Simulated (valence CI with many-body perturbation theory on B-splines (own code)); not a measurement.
## Sr XXXIV: E2, E3, M1, M2 decay

Level of theory: configuration interaction combined with many-body perturbation theory (CI+MBPT): three valence electrons over a frozen Dirac-Fock core [He], a basis of 11 s, 11 p, 10 d, 8 f, 5 g, 2 h functions for each j, with the one-electron correlation potential Σ1, the two-electron term Σ2, the three-electron term Σ3, Breit, model QED; selected CI, second order for the rest, scaled by the run's own slope (own B-spline code, finite nucleus).

The last digits are not significant, and no measured levels were compared; by estimate large intervals hold to a few tenths of a per cent, small ones and those within an open d or f shell to about a per cent.

Lines 1 to 23 of 23 in falling wavelength, among levels below 27867 × 10³ cm⁻¹, chosen from the decays that carry over 1 % of a level's rate. Wavelengths and rates use the calculated energies. Electric multipoles are in the length gauge, E1 and E2 with the static RPA response of the core. S is in atomic units (e²a₀⁴ for E2 and M2, e²a₀⁶ for E3), for M1 in squared Bohr magnetons. Weak lines are less certain than strong ones. Lines between different terms over intervals too small for the method are left out, as are lines whose strength nearly cancels.

Levels are named by their leading jj configuration (3d3/2^4 stands for four electrons in 3d with j = 3/2), which in mixed levels can hold well under half, so a name can repeat and another be missing. Letters in brackets count levels of one name in rising energy.

| λ vac (Å) | Upper | Lower | Type | A (s⁻¹) | S (a.u.) |
| --- | --- | --- | --- | --- | --- |
| 160.4 | (2s^2 2p3/2) J=3/2 | (2s^2 2p1/2) J=1/2 | M1 | 2.16e+06 | 1.32e+00 |
| 5.331 | (2s 2p3/2 3p3/2) J=7/2 | (2s 2p3/2^2) J=5/2 | E2 | 9.36e+09 | 2.88e-04 |
| 5.328 | (2s^2 3p1/2) J=1/2 | (2s^2 2p3/2) J=3/2 | E2 | 4.74e+10 | 3.63e-04 |
| 5.293 | (2s 2p1/2 3p3/2) J=5/2 | (2s 2p1/2 2p3/2) J=5/2 | E2 | 1.41e+10 | 3.13e-04 |
| 5.279 | (2s^2 3p3/2) J=3/2 | (2s^2 2p3/2) J=3/2 | E2 | 2.23e+10 | 3.27e-04 |
| 5.259 | (2s 2p3/2 3d5/2) J=9/2 | (2s 2p3/2^2) J=5/2 | M2 | 3.62e+08 | 1.30e-05 |
| 5.159 | (2s 2p3/2 3p3/2) J=7/2 | (2s 2p1/2 2p3/2) J=5/2 | E2 | 1.90e+10 | 4.97e-04 |
| 5.136 | (2s 2p1/2 3p3/2) J=5/2 | (2s 2p1/2^2) J=1/2 | E2 | 2.60e+10 | 4.98e-04 |
| 5.117 | (2s 2p3/2 3p3/2) J=7/2 | (2s 2p1/2 2p3/2) J=3/2 [a] | E2 | 1.94e+10 | 4.86e-04 |
| 5.111 | (2s^2 3p3/2) J=3/2 | (2s^2 2p1/2) J=1/2 | E2 | 2.41e+10 | 3.00e-04 |
| 5.107 | (2p1/2 2p3/2 3d3/2) J=7/2 | (2s 2p3/2^2) J=3/2 | E2 | 4.83e+09 | 1.20e-04 |
| 5.091 | (2s 2p3/2 3d5/2) J=9/2 | (2s 2p1/2 2p3/2) J=5/2 | E3 | 2.15e+07 | 6.05e-05 |
| 5.051 | (2s 2p3/2 3d5/2) J=9/2 | (2s 2p1/2 2p3/2) J=3/2 [a] | E3 | 2.69e+07 | 7.17e-05 |
| 5.006 | (2p1/2 2p3/2 3d3/2) J=7/2 | (2s 2p3/2^2) J=5/2 | E2 | 4.63e+09 | 1.04e-04 |
| 4.993 | (2p1/2 2p3/2 3d5/2) J=9/2 | (2s 2p3/2^2) J=5/2 | E2 | 2.35e+09 | 6.52e-05 |
| 4.945 | (2p3/2^2 3d5/2) J=7/2 | (2s 2p3/2^2) J=3/2 | E2 | 3.33e+10 | 7.02e-04 |
| 4.922 | (2p1/2 2p3/2 3d3/2) J=7/2 | (2s 2p1/2 2p3/2) J=3/2 [b] | E2 | 2.57e+10 | 5.30e-04 |
| 4.854 | (2p1/2 2p3/2 3d3/2) J=7/2 | (2s 2p1/2 2p3/2) J=5/2 | E2 | 8.22e+10 | 1.58e-03 |
| 4.850 | (2p3/2^2 3d5/2) J=7/2 | (2s 2p3/2^2) J=5/2 | E2 | 7.68e+10 | 1.47e-03 |
| 4.846 | (2p3/2^2 3d5/2) J=9/2 | (2s 2p3/2^2) J=5/2 | E2 | 1.21e+11 | 2.89e-03 |
| 4.842 | (2p1/2 2p3/2 3d5/2) J=9/2 | (2s 2p1/2 2p3/2) J=5/2 | E2 | 1.22e+11 | 2.90e-03 |
| 4.826 | (2p1/2 2p3/2 3d5/2) J=7/2 [a] | (2s 2p1/2 2p3/2) J=3/2 [a] | E2 | 1.20e+11 | 2.25e-03 |
| 4.703 | (2p3/2^2 3d5/2) J=9/2 | (2s 2p1/2 2p3/2) J=5/2 | E2 | 3.35e+09 | 6.88e-05 |
